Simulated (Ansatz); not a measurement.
Frontier orbitals of C₂HBF₂, SMILES `C#CB(F)F`.

The species carries charge 0 and has multiplicity 1. All single points use the PBE0-D4/def2-TZVP geometry. Basis def2-TZVPP, Ansatz 0.2.0.

Orbital energies of one run (eV). Highest occupied ones, from the top: -8.51, -8.72, -11.66, -11.89, -12.28, -13.79, -14.43, -14.98, -15.67, -16.81, -21.36, -33.71, -34.50, -187.45. Empty: -1.88, -0.20, 0.81, 1.55, 2.26, 2.41.

(1) Which functional gave them?
A. BHLYP
B. HSE06 (plane-wave form)
C. LDA (SPW92)
D. PBE0

Answers

(1) B. HOMO energies: HSE06 -8.51, LDA (SPW92) -7.83, PBE0 -8.92, BHLYP -10.04 eV.
